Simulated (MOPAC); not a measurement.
MOPAC input (MNDO):

```
MNDO PRECISE GNORM=0.05 LET XYZ UHF MS=0.5 GEO-OK AUX(PRECISION=9) THREADS=1
CNSi

Si   -0.00000000 1   -0.00000000 1   -1.18991500 1
C     0.00000000 1    0.00000000 1    0.65490400 1
N     0.00000000 1    0.00000000 1    1.81848400 1
```

Output:

```
 *******************************************************************************
 **                                                                           **
 **                              MOPAC v23.2.5                                **
 **                                                                           **
 *******************************************************************************
 ** MOPAC's Digital Object Identifier: https://doi.org/10.5281/zenodo.6511958 **
 **                                                                           **
 ** Please cite the open-source release paper for use of this MOPAC version:  **
 ** J. E. Moussa and J. J. P. Stewart (2026)                                  **
 ** MOPAC: An open-source semiempirical molecular orbital program             **
 ** J. Open Source Softw., 11(119), 8025, https://doi.org/10.21105/joss.08025 **
 *******************************************************************************

                              MNDO CALCULATION RESULTS

 *******************************************************************************
 *  MNDO       - The MNDO Hamiltonian to be used
 *  GEO-OK     - OVERRIDE INTERATOMIC DISTANCE AND OTHER SAFETY CHECKS
 *  UHF        - UNRESTRICTED HARTREE-FOCK CALCULATION
 *  MS=        - IN MECI, MAGNETIC COMPONENT OF SPIN =  0.5
 *  LET        - OVERRIDE SOME SAFETY CHECKS
 *  PRECISE    - TIGHTER CRITERIA TO BE USED
 *  XYZ        - CARTESIAN COORDINATE SYSTEM TO BE USED
 *  GNORM      - EXIT WHEN GRADIENT NORM DROPS BELOW 0.050
 *  AUX        - OUTPUT AUXILIARY INFORMATION
 *******************************************************************************
MNDO PRECISE GNORM=0.05 LET XYZ UHF MS=0.5 GEO-OK AUX(PRECISION=9) THREADS=1
 CNSi

   ATOM   CHEMICAL          X               Y               Z
  NUMBER   SYMBOL      (ANGSTROMS)     (ANGSTROMS)     (ANGSTROMS)

     1      Si         -0.00000000  *  -0.00000000  *  -1.18991500  *
     2       C          0.00000000  *   0.00000000  *   0.65490400  *
     3       N          0.00000000  *   0.00000000  *   1.81848400  *

          CARTESIAN COORDINATES

    NO.       ATOM           X           Y           Z

     1        Si         -0.0000     -0.0000     -1.1899
     2         C          0.0000      0.0000      0.6549
     3         N          0.0000      0.0000      1.8185

  C: (MNDO): M.J.S. DEWAR, W. THIEL, J. AM. CHEM. SOC., 99, 4899, (1977)
  N: (MNDO): M.J.S. DEWAR, W. THIEL, J. AM. CHEM. SOC., 99, 4899, (1977)
 Si: (MNDO): M.J.S.DEWAR, ET. AL. ORGANOMETALLICS  5, 375 (1986)

           Empirical Formula: C N Si  =     3 atoms

      MOLECULAR POINT GROUP   :   C*v

          UHF CALCULATION, NO. OF ALPHA ELECTRONS =    7
                           NO. OF BETA  ELECTRONS =    6

          Geometry optimization using EF

          DIAGONAL MATRIX USED AS START HESSIAN

 CYCLE:     1  GRAD.:    92.321 HEAT:  96.91060
 CYCLE:     2  GRAD.:   382.003 HEAT:  121.3037
 CYCLE:     3  GRAD.:   328.699 HEAT:  113.5336
 CYCLE:     4  GRAD.:    83.815 HEAT:  93.17695
 CYCLE:     5  GRAD.:   239.801 HEAT:  98.90609
 CYCLE:     6  GRAD.:    18.914 HEAT:  92.52917
 CYCLE:     7  GRAD.:    15.104 HEAT:  92.51553
 CYCLE:     8  GRAD.:     0.351 HEAT:  92.49765
 CYCLE:     9  GRAD.:     0.162 HEAT:  92.49757
 CYCLE:    10  GRAD.:     0.078 HEAT:  92.49756
 CYCLE:    11  GRAD.:     0.033 HEAT:  92.49756

     GRADIENT =  0.03317 IS LESS THAN CUTOFF =  0.05000

 -------------------------------------------------------------------------------
 MNDO PRECISE GNORM=0.05 LET XYZ UHF MS=0.5 GEO-OK AUX(PRECISION=9) THREADS=1
 CNSi

     GEOMETRY OPTIMISED USING EIGENVECTOR FOLLOWING (EF).
     SCF FIELD WAS ACHIEVED

                              MNDO CALCULATION
                                                       MOPAC v23.2.5 Linux

          FINAL HEAT OF FORMATION =         92.49756 KCAL/MOL =     387.00980 KJ/MOL

          COSMO AREA              =         98.47 SQUARE ANGSTROMS
          COSMO VOLUME            =         84.88 CUBIC ANGSTROMS

          GRADIENT NORM           =          0.03317          =       0.01915 PER ATOM
          IONIZATION POTENTIAL    =          6.552497 EV
          ALPHA SOMO LUMO (EV)    =         -6.552 -0.541
          BETA  SOMO LUMO (EV)    =         -9.170 -0.173
          NO. OF ALPHA ELECTRONS  =          7
          NO. OF BETA  ELECTRONS  =          6
          MOLECULAR WEIGHT        =         54.1032         POINT GROUP:  C*v

          MOLECULAR DIMENSIONS (Angstroms)

            Atom       Atom       Distance
            N     3   Si     1     2.88204
            N     3   Si     1     0.00000
           Si     1    C     2     0.00000

          SCF CALCULATIONS        =         12

   ATOM   CHEMICAL          X               Y               Z
  NUMBER   SYMBOL      (ANGSTROMS)     (ANGSTROMS)     (ANGSTROMS)

     1      Si          0.00000000  *  -0.00000000  *  -1.11537617  *
     2       C         -0.00000000  *   0.00000000  *   0.59688057  *
     3       N          0.00000000  *   0.00000000  *   1.76666562  *

                             CARTESIAN COORDINATES

   1   Si        0.000000000    -0.000000000    -1.115376170
   2    C       -0.000000000     0.000000000     0.596880571
   3    N        0.000000000     0.000000000     1.766665625

           Empirical Formula: C N Si  =     3 atoms

      MOLECULAR POINT GROUP   :   C*v

          ALPHA EIGENVALUES
 -37.53616 -21.48028 -14.22776 -13.46218 -13.30540  -9.88550  -6.55250  -0.54111
   1.75902   2.01639   2.98216   7.22988

           BETA EIGENVALUES
 -37.39082 -21.10552 -13.96692 -13.26607 -13.18965  -9.17039  -0.17295   0.47327
   2.06894   2.22088   3.31300   7.28279

              NET ATOMIC CHARGES AND DIPOLE CONTRIBUTIONS

  ATOM NO.   TYPE          CHARGE      No. of ELECS.   s-Pop       p-Pop
    1         Si           0.534901        3.4651     1.78081     1.68429
    2          C          -0.444289        4.4443     1.41660     3.02768
    3          N          -0.090613        5.0906     1.82039     3.27022
 DIPOLE           X         Y         Z       TOTAL
 POINT-CHG.     0.000    -0.000    -4.908     4.908
 HYBRID        -0.000     0.000     3.061     3.061
 SUM           -0.000    -0.000    -1.847     1.847

          ATOMIC ORBITAL ELECTRON POPULATIONS

     Atom    s        px        py        pz
    1 Si   1.78081   0.95751   0.01651   0.71027
    2  C   1.41660   0.95750   0.97538   1.09480
    3  N   1.82039   1.08499   1.00811   1.17712

                    (SZ)    =    0.500000
                    (S**2)  =    0.757228

          ATOMIC ORBITAL SPIN POPULATIONS

    Atom   Total    s     px     py     pz
         Atomic
    1 Si  0.9574  0.020  0.943  0.000 -0.006
    2  C -0.1055 -0.008 -0.063 -0.025 -0.010
    3  N  0.1481  0.003  0.119  0.024  0.002

 **********************
 *                    *
 * JOB ENDED NORMALLY *
 *                    *
 **********************

 == MOPAC DONE ==
```

The geometry given is a B3LYP-D3(BJ)/def2-TZVP minimum.
